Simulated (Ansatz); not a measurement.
Basis-set extrapolation for C$_{3}$H$_{7}$NSi, SMILES `C=C1[SiH2]N1C` (PBE0-D4/def2-TZVP geometry, frozen core, the Gaussian-basis code of Ansatz). Multiplicity 1, RHF reference.

```csv
,def2-TZVPP,def2-QZVPP
HF,-461.065324,-461.082625
MP2 correlation,-0.819334,-0.873759
CCSD(T) correlation,-0.899036,not run
```

Energies in hartree. Use E(X) = E(∞) + A·exp(−7.88·√X) for Hartree–Fock and E(X) = E(∞) + B·X^(−2.97) for correlation, with X = 3 and 4, and add CCSD(T) minus MP2 of the smaller set to the MP2 limit.

**Question.** What is the CCSD(T) energy at the basis-set limit?

**Answer.** HF limit: -461.082625 + (-0.017301) × 0.13774 = -461.08501. MP2 limit: -0.873759 + (-0.054425) × 0.74074 = -0.91407. Higher-order term: -0.899036 − (-0.819334) = -0.07970. Total: -462.07878 hartree, 300.4 kJ/mol below CCSD(T)/def2-TZVPP.
